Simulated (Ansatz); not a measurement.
# Nudged elastic band run: LiSi$_{16}$, charge +1

Input:

```yaml
crystal:
  lattice:
    - [0.0, 5.43, 5.43]
    - [5.43, 0.0, 5.43]
    - [5.43, 5.43, 0.0]
  atoms:
    - { symbol: Si, position: [0.00214215, 0.00235244, -0.00191857] }
    - { symbol: Si, position: [0.12438207, 0.12457317, 0.12747989] }
    - { symbol: Si, position: [0.00018526, 0.00035632, 0.50004766] }
    - { symbol: Si, position: [0.12437121, 0.12455868, 0.62422447] }
    - { symbol: Si, position: [0.00218322, 0.49843433, -0.00189168] }
    - { symbol: Si, position: [0.13207962, 0.62311059, 0.12275727] }
    - { symbol: Si, position: [0.00215958, 0.49841545, 0.50199472] }
    - { symbol: Si, position: [0.12439694, 0.62778817, 0.62424536] }
    - { symbol: Si, position: [0.49824322, 0.00238696, -0.00190102] }
    - { symbol: Si, position: [0.62290245, 0.13230263, 0.12274772] }
    - { symbol: Si, position: [0.49822817, 0.00236049, 0.50198554] }
    - { symbol: Si, position: [0.62761719, 0.12457975, 0.62423711] }
    - { symbol: Si, position: [0.50024017, 0.50046467, 6.2e-05] }
    - { symbol: Si, position: [0.62295944, 0.62315939, 0.1228017] }
    - { symbol: Si, position: [0.49826017, 0.4984419, 0.50202191] }
    - { symbol: Si, position: [0.62292099, 0.62311941, 0.63190261] }
    - { symbol: Li, position: [0.75025358, 0.75049295, 0.25006431] }
total_charge: 1
basis:
  ecutwfc: 420.0
kpoints:
  mp_grid: { grid: [2, 2, 2] }
hamiltonian:
  xc: pbe
  dispersion: d3bj
  pseudopotentials: { kind: paw, azcp: { folder: soft_1 } }
scf:
  occupations: { method: gaussian, width: 0.02 }
  lower_state_search: "off"
  max_iter: 84
neb:
  images: 3
  f_tol: 0.05
  max_iterations: 50
  order_check: false
  max_displacement: 0.5
  optimiser: fire
  final_atoms:
    - { symbol: Si, position: [0.00133218, -0.00213108, 0.00048478] }
    - { symbol: Si, position: [0.12361285, 0.12726264, 0.12266845] }
    - { symbol: Si, position: [-0.0062111, 0.00259415, 0.5018981] }
    - { symbol: Si, position: [0.12361761, 0.12726945, 0.62662636] }
    - { symbol: Si, position: [0.00132335, 0.50112469, 0.00045634] }
    - { symbol: Si, position: [0.12549223, 0.62530197, 0.12467992] }
    - { symbol: Si, position: [0.00132821, 0.50113047, 0.49724922] }
    - { symbol: Si, position: [0.12359938, 0.62337918, 0.62659221] }
    - { symbol: Si, position: [0.50284015, 0.0026344, -0.00724821] }
    - { symbol: Si, position: [0.6274756, 0.12728143, 0.12271642] }
    - { symbol: Si, position: [0.5028457, 0.00264121, 0.50196137] }
    - { symbol: Si, position: [0.62563507, 0.12538766, 0.62458949] }
    - { symbol: Si, position: [0.49805822, 0.50113767, 0.00048708] }
    - { symbol: Si, position: [0.62746216, 0.62340208, 0.12267563] }
    - { symbol: Si, position: [0.50281438, 0.49354361, 0.50191056] }
    - { symbol: Si, position: [0.62746793, 0.62340821, 0.6266298] }
    - { symbol: Li, position: [0.37566928, 0.87540873, 0.37456773] }
```

Run as:

```bash
$ ansatz run input.yaml --threads 1 --pin off --max-ram 3072MiB --backend cpu --events-out ev --progress --plain --runs-dir out
```

Output, in part (warnings, iteration lines):

```
NEB end point (image 0): max|allowed force component| = 1.219e-3 eV/Å (the criterion of neb.relax_end_points is 1.000e-2)
NEB end point (image 4): max|allowed force component| = 1.684e-3 eV/Å (the criterion of neb.relax_end_points is 1.000e-2)
NEB iter   1: max|band force component| = 8.344e-1 eV/Å  barrier→ = 0.8013 eV  barrier← = 0.8013 eV  Δτ_max = 0.0120 Å  (40 SCF iters)
NEB iter   2: max|band force component| = 5.920e-1 eV/Å  barrier→ = 0.7416 eV  barrier← = 0.7416 eV  Δτ_max = 0.0205 Å  (15 SCF iters)
NEB iter   3: max|band force component| = 1.951e-1 eV/Å  barrier→ = 0.6804 eV  barrier← = 0.6804 eV  CI = image 2  Δτ_max = 0.0226 Å  (18 SCF iters)
NEB iter   4: max|band force component| = 2.280e-1 eV/Å  barrier→ = 0.6678 eV  barrier← = 0.6678 eV  CI = image 2  Δτ_max = 0.0014 Å  (18 SCF iters)
NEB iter   5: max|band force component| = 2.141e-1 eV/Å  barrier→ = 0.6659 eV  barrier← = 0.6659 eV  CI = image 2  Δτ_max = 0.0028 Å  (9 SCF iters)
NEB iter   6: max|band force component| = 1.877e-1 eV/Å  barrier→ = 0.6624 eV  barrier← = 0.6624 eV  CI = image 2  Δτ_max = 0.0039 Å  (12 SCF iters)
NEB iter   7: max|band force component| = 1.518e-1 eV/Å  barrier→ = 0.6582 eV  barrier← = 0.6582 eV  CI = image 2  Δτ_max = 0.0048 Å  (12 SCF iters)
NEB iter   8: max|band force component| = 1.106e-1 eV/Å  barrier→ = 0.6539 eV  barrier← = 0.6539 eV  CI = image 2  Δτ_max = 0.0055 Å  (12 SCF iters)
NEB iter   9: max|band force component| = 1.076e-1 eV/Å  barrier→ = 0.6500 eV  barrier← = 0.6500 eV  CI = image 2  Δτ_max = 0.0057 Å  (12 SCF iters)
NEB iter  10: max|band force component| = 1.206e-1 eV/Å  barrier→ = 0.6468 eV  barrier← = 0.6468 eV  CI = image 2  Δτ_max = 0.0061 Å  (12 SCF iters)
NEB iter  11: max|band force component| = 1.249e-1 eV/Å  barrier→ = 0.6435 eV  barrier← = 0.6435 eV  CI = image 2  Δτ_max = 0.0063 Å  (12 SCF iters)
NEB iter  12: max|band force component| = 1.172e-1 eV/Å  barrier→ = 0.6393 eV  barrier← = 0.6393 eV  CI = image 2  Δτ_max = 0.0082 Å  (14 SCF iters)
NEB iter  13: max|band force component| = 1.159e-1 eV/Å  barrier→ = 0.6333 eV  barrier← = 0.6333 eV  CI = image 2  Δτ_max = 0.0102 Å  (15 SCF iters)
NEB iter  14: max|band force component| = 9.351e-2 eV/Å  barrier→ = 0.6254 eV  barrier← = 0.6254 eV  CI = image 2  Δτ_max = 0.0119 Å  (15 SCF iters)
NEB iter  15: max|band force component| = 8.819e-2 eV/Å  barrier→ = 0.6165 eV  barrier← = 0.6165 eV  CI = image 2  Δτ_max = 0.0135 Å  (15 SCF iters)
NEB iter  16: max|band force component| = 1.051e-1 eV/Å  barrier→ = 0.6085 eV  barrier← = 0.6085 eV  CI = image 2  Δτ_max = 0.0157 Å  (15 SCF iters)
NEB iter  17: max|band force component| = 8.044e-2 eV/Å  barrier→ = 0.6015 eV  barrier← = 0.6015 eV  CI = image 2  Δτ_max = 0.0197 Å  (16 SCF iters)
NEB iter  18: max|band force component| = 7.970e-2 eV/Å  barrier→ = 0.5938 eV  barrier← = 0.5938 eV  CI = image 2  Δτ_max = 0.0224 Å  (15 SCF iters)
NEB iter  19: max|band force component| = 4.449e-2 eV/Å  barrier→ = 0.5872 eV  barrier← = 0.5872 eV  CI = image 2  Δτ_max = 0.0326 Å  (16 SCF iters)
NEB iter  20: max|band force component| = 6.671e-2 eV/Å  barrier→ = 0.5837 eV  barrier← = 0.5837 eV  CI = image 2  Δτ_max = 0.0289 Å  (5 SCF iters)
NEB iter  21: max|band force component| = 1.252e-2 eV/Å  barrier→ = 0.5835 eV  barrier← = 0.5835 eV  CI = image 2  Δτ_max = 0.0000 Å  (14 SCF iters)
```

It converged. The band force fell under the threshold earlier too, but the program's further tests of the path sent the band on. The order of the stationary point at the top wasn't checked. Limits of this set-up: charged cell in a uniform background, uncorrected.

Final band (atoms are numbered from 1 in the order of the input):

```json
{"image": "0", "path coordinate (Å)": "0.00", "energy (eV)": "0.00", "Si1–Li17 (Å)": "2.74", "Si5–Li17 (Å)": "2.74", "Si6–Li17 (Å)": "2.39"}
{"image": "1", "path coordinate (Å)": "0.63", "energy (eV)": "0.25", "Si1–Li17 (Å)": "3.06", "Si5–Li17 (Å)": "3.06", "Si6–Li17 (Å)": "2.75"}
{"image": "2", "path coordinate (Å)": "1.26", "energy (eV)": "0.58", "Si1–Li17 (Å)": "3.52", "Si5–Li17 (Å)": "3.52", "Si6–Li17 (Å)": "3.36"}
{"image": "3", "path coordinate (Å)": "1.90", "energy (eV)": "0.26", "Si1–Li17 (Å)": "4.03", "Si5–Li17 (Å)": "4.03", "Si6–Li17 (Å)": "4.03"}
{"image": "4", "path coordinate (Å)": "2.53", "energy (eV)": "0.00", "Si1–Li17 (Å)": "4.50", "Si5–Li17 (Å)": "4.50", "Si6–Li17 (Å)": "4.70"}
```

Run time: 5.9 min on 1 thread of Arm Neoverse V1 (shared host), peak memory 0.71 GiB.
